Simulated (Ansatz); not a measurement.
**Question.** Name a neutral molecule of Al, C, F, N, S and H with LUMO energy (PBE0/def2-TZVPP) between -0.10 and 0.20 eV and HOMO energy (PBE0/def2-TZVPP) between -7.70 and -7.40 eV (Ansatz, PBE0-D4/def2-TZVP geometry).

**Answer.** `[NH2][Al]([SH])[CH2]F` (-0.08 eV, -7.41 eV). Other molecules can fit too; these were computed, each in one conformer that needn't be the lowest.
